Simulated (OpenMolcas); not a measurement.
## Multiconfigurational calculation on V³⁺

Input:

```
&GATEWAY
Coord
1

V 0.0 0.0 0.0
Basis=ANO-RCC-VDZP
Group=XYZ
NoMove
AngMom=0.0 0.0 0.0
AMFI
&SEWARD
&RASSCF
FileOrb=start.orb
Symmetry=1
Spin=3
nActEl=2 0 0
Inactive=3 6
Ras2=5 0
CIRoot=10 10 1
SDav=10
CIMx=300
Iter=120 100
PrWF=0.3
OrbListing=Nothing
MaxOrb=0
Atom
>>> COPY $Project.JobIph JOB001
&RASSCF
FileOrb=start.orb
Symmetry=1
Spin=1
nActEl=2 0 0
Inactive=3 6
Ras2=5 0
CIRoot=15 15 1
SDav=15
CIMx=300
Iter=120 100
PrWF=0.3
OrbListing=Nothing
MaxOrb=0
Atom
>>> COPY $Project.JobIph JOB002
&RASSI
NrOfJobIphs=2 10 15
1 2 3 4 5 6 7 8 9 10
1 2 3 4 5 6 7 8 9 10 11 12 13 14 15
IphNames
JOB001
JOB002
EJob
SpinOrbit
DIPRint=1.0
SOCoupling=1000.0
Subsets=2
MEES
Property=10
'ANGMOM' 1 'ANGMOM' 2 'ANGMOM' 3 'MLTPL  1' 1 'MLTPL  1' 2 'MLTPL  1' 3
'AMFI' 1 'AMFI' 2 'AMFI' 3 'MLTPL  2' 6
SOProperty=3
'ANGMOM' 1 'ANGMOM' 2 'ANGMOM' 3
```

Launched by
```bash
OMP_NUM_THREADS=1 MOLCAS_MEM=2252 MOLCAS_PROJECT=a pymolcas a.inp > a.log  # once for each step of the input, in one work folder
```

A driver script runs the steps one by one and writes start.orb anew before each from the orbitals found so far.

Output, cut to the results:

```
--- SEWARD ---
Basis set label: V.ANO-RCC...5S4P2D1F.

      Electronic valence basis set:
      ------------------
      Associated Effective Charge  23.000000 au
      Associated Actual Charge     23.000000 au
      Nuclear Model: Point charge

      Shell  nPrim  nBasis  Cartesian Spherical Contaminant
         s      21       5        X
         p      15       4        X
         d      10       2                 X
         f       6       1                 X
                  Relativistic Douglas-Kroll-Hess integrals:
                    - DKH order of Hamiltonian: 2
                    - DKH order of Properties : 0
                  Atomic mean-field integrals
--- RASSCF ---
Wave function specifications:
      -----------------------------

      Number of closed shell electrons          18
      Number of electrons in active shells       2
      Max number of holes in RAS1 space          0
      Max nr of electrons in RAS3 space          0
      Number of inactive orbitals                9
      Number of active orbitals                  5
      Number of secondary orbitals              20
      Spin quantum number                      1.0
      State symmetry                             1
Orbital specifications:
      -----------------------

      Symmetry species                           1   2
                                                ag  au
      Frozen orbitals                            0   0
      Inactive orbitals                          3   6
      Active orbitals                            5   0
      RAS1 orbitals                              0   0
      RAS2 orbitals                              5   0
      RAS3 orbitals                              0   0
      Secondary orbitals                         7  13
      Deleted orbitals                           0   0
      Number of basis functions                 15  19
      Number of CSFs                            10
      Number of root(s) required                10
      Iter CI   SX   CI       RASSCF       Energy    max ROT     max BLB   max BLB  Level Ln srch  Step   QN
          iter iter root      energy       change     param      element    value   shift minimum  type update
 Nr of preliminary CI iterations:   1
        1   1    6    0  -946.17935840    0.00E+00  -2.58E-01*   5  11 2 -3.24E-01*  0.00   0.00    SX    NO
        2   1    5    0  -946.34529454   -1.66E-01*  6.64E-02    4  10 2  1.39E-01*  0.00   0.00    SX    NO
        3   1    5    0  -946.35367673   -8.38E-03* -4.40E-02    5  11 2 -3.86E-02*  0.00   0.00    SX    NO
        4   1    4    0  -946.35575331   -2.08E-03*  2.17E-02    4  10 2  2.23E-02*  0.00   0.00    SX    NO
        5   1    4    0  -946.35622184   -4.69E-04* -7.35E-03    6  12 2 -1.11E-02*  0.00   0.65    QN   YES
        6   1    3    0  -946.35641336   -1.92E-04* -4.23E-04    6  12 2 -3.89E-04*  0.00   1.05    QN   YES
        7   1    3    0  -946.35641383   -4.68E-07*  1.92E-06    3  12 2  9.59E-06   0.00   0.99    QN   YES
        8   1    2    0  -946.35641383   -5.98E-11  -1.05E-07    5   8 2 -5.22E-07   0.00   1.05    QN   YES
      Convergence after  8 iterations
        9   1    2    0  -946.35641383    3.41E-13  -1.05E-07    3   9 1 -2.17E-08   0.00   1.05    QN   YES
      Natural orbitals and occupation numbers for root  1
      sym 1:   0.213956   0.786044  -0.000000   0.786044   0.213956
      Natural orbitals and occupation numbers for root  2
      sym 1:   0.984215  -0.000000   0.015785   0.984215   0.015785
      Natural orbitals and occupation numbers for root  3
      sym 1:  -0.000000   0.895730   0.104270   0.104270   0.895730
::    RASSCF root number  1 Total energy:   -946.37881495
::    RASSCF root number  2 Total energy:   -946.37881495
::    RASSCF root number  3 Total energy:   -946.37881495
::    RASSCF root number  4 Total energy:   -946.37881495
::    RASSCF root number  5 Total energy:   -946.37881495
::    RASSCF root number  6 Total energy:   -946.37881495
::    RASSCF root number  7 Total energy:   -946.37881495
::    RASSCF root number  8 Total energy:   -946.30414456
::    RASSCF root number  9 Total energy:   -946.30414456
::    RASSCF root number 10 Total energy:   -946.30414456
--- RASSCF ---
Wave function specifications:
      -----------------------------

      Number of closed shell electrons          18
      Number of electrons in active shells       2
      Max number of holes in RAS1 space          0
      Max nr of electrons in RAS3 space          0
...
--- RASSI ---
SPIN-FREE ENERGIES:
  (Shifted by EMIN (a.u.) =       -946.3788149467)

 SF State       Relative EMIN(au)   Rel lowest level(eV)    D:o, cm**(-1)      L_eff

     1             0.0000000000        0.0000000000              0.0000         3.0
     2             0.0000000000        0.0000000000              0.0000         3.0
     3             0.0000000000        0.0000000000              0.0000         3.0
     4             0.0000000000        0.0000000000              0.0000         3.0
     5             0.0000000000        0.0000000000              0.0000         3.0
     6             0.0000000000        0.0000000000              0.0000         3.0
     7             0.0000000000        0.0000000000              0.0000         3.0
    11             0.0620998239        1.6898222948          13629.3360         2.0
    12             0.0620998239        1.6898222948          13629.3360         2.0
    13             0.0620998239        1.6898222948          13629.3360         2.0
    14             0.0620998239        1.6898222948          13629.3360         2.0
    15             0.0620998239        1.6898222948          13629.3360         2.0
    10             0.0746703824        2.0318846162          16388.2546         1.0
     8             0.0746703824        2.0318846162          16388.2546         1.0
     9             0.0746703824        2.0318846162          16388.2546         1.0
    16             0.0964218869        2.6237732075          21162.1581         4.0
    17             0.0964218869        2.6237732075          21162.1581         4.0
    18             0.0964218869        2.6237732075          21162.1581         4.0
    19             0.0964218869        2.6237732075          21162.1581         4.0
    20             0.0964218869        2.6237732075          21162.1581         4.0
    21             0.0964218869        2.6237732075          21162.1581         4.0
...
```

Levels above the lowest, from the spin-orbit matrix, grouped by J:

```csv
Configuration,Term,J,E (eV),Measured (eV),g,Term weight %
3d2,3F,2,0.0000,0.0000,0.666,100
3d2,3F,3,0.0412,0.0403,1.084,100
3d2,3F,4,0.0947,0.0911,1.251,100
3d2,1D,2,1.7413,1.3588,1.006,99
3d2,3P,0,2.0588,,,100
3d2,3P,1,2.0731,1.6415,1.501,100
3d2,3P,2,2.1041,1.6686,1.495,99
3d2,1G,4,2.6787,2.2802,1.000,100
3d2,1S,0,6.5073,5.2646,,100
```

Against the 7 measured excited levels shown (Sugar and Corliss, J. Phys. Chem. Ref. Data 7, 1191 (1978)) the mean absolute deviation is 3300 cm-1; the largest miss in energy is 3d2 1S0: computed 6.5073, measured 5.2646 eV (+23.6 %).

Without dynamic correlation excited terms often stand tens of per cent too high (terms of higher spin than the ground term too low), and those without a measured partner can miss by more than the paired ones. The basis is small and was not contracted for so high a charge. Measured partners are found by configuration, term and J. A level has none where our copy of the source lacks it or the pairing is in doubt (some pairs that miss far off the trend of their configuration count as doubtful), and it then counts in no deviation. Only configurations of the active space appear.

The RASSCF and RASSI steps took 6.6 s on 1 thread of Intel(R) Xeon(R) Platinum 8259CL CPU @ 2.50GHz (Skylake/Cascade Lake) (shared host); the integral step is not counted.

The term weight is that of the spin-free term in the level, not the purity of its configuration.
